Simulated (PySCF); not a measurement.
Geometries of 2 isomers of C2H7Ge2N, from PBE0-D3(BJ)/def2-SVP geometry optimisation, gas phase in PySCF 2.14.0. One conformer each, no zero-point energy, no frequencies.

Question: Which isomer lies lower at this level?
A.
```xyz
12
angstrom
N      3.240    0.666   -0.010
C      2.321   -0.037    0.070
Ge     0.763   -1.177    0.176
C     -0.651   -0.309   -0.832
Ge    -1.198    1.452   -0.155
H      0.429   -1.305    1.669
H      1.184   -2.531   -0.411
H     -1.529   -0.976   -0.837
H     -0.316   -0.202   -1.876
H     -1.694    1.305    1.295
H     -0.005    2.420   -0.193
H     -2.341    1.995   -1.031
```
B.
```xyz
12
angstrom
C      2.712    1.433    0.288
C      1.999    0.508   -0.053
Ge     0.840   -0.926   -0.568
N     -0.717   -0.928    0.391
Ge    -2.108    0.252    0.152
H      3.344    2.250    0.588
H      0.473   -0.731   -2.046
H      1.578   -2.248   -0.311
H     -0.623   -1.283    1.339
H     -1.882    1.608    0.858
H     -2.226    0.478   -1.365
H     -3.386   -0.398    0.715
```

Answer: A. That is `N#[C][GeH2][CH2][GeH3]`, 27.3 kcal/mol below the other.

```json
{"SMILES": "N#[C][GeH2][CH2][GeH3]", "atoms numbered as above": "[N:1]#[C:2][GeH2:3][CH2:4][GeH3:5]", "E (Eh)": "-4287.85777", "relative (kcal/mol)": "0.0", "relative (kJ/mol)": "0.0", "dipole (D)": "4.09"}
{"SMILES": "C#[C][GeH2][NH][GeH3]", "atoms numbered as above": "[CH:1]#[C:2][GeH2:3][NH:4][GeH3:5]", "E (Eh)": "-4287.81433", "relative (kcal/mol)": "27.3", "relative (kJ/mol)": "114.1", "dipole (D)": "0.74"}
```

As drawn, the lower has a C≡N group, which the higher lacks; the higher has a C≡C bond and an N–H bond, which the lower lacks.
